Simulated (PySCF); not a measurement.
InCl, SMILES [Cl][In] (connectivity only; charge and spin as stated), neutral, multiplicity 1. Atoms are numbered in the order given.

```xyz
2

In     0.0000     0.0000    -0.6217
Cl     0.0000     0.0000     1.7919
```
Charge 0, spin multiplicity 1.

The structure is a stationary point at PBE0-D3(BJ)/def2-TZVP. The def2 effective core potentials stand for the cores of In; spin–orbit coupling is left out.

The numbers are results of r2SCAN/def2-TZVPD run with PySCF, not measurements.

Mulliken values depend strongly on the basis, most of all with diffuse functions as here. ESP charges are fitted to the potential on shells at 1.4 to 2.0 van der Waals radii. Atomic charges (e):

```tsv
atom	ESP fit	Mulliken
In1	…	0.54
Cl2	…	-0.54
```

Q: Fill in the missing entries. (The exact figures need the calculation; the answer reports its results.)

A: 
- In1, ESP fit: 0.32
- Cl2, ESP fit: -0.32
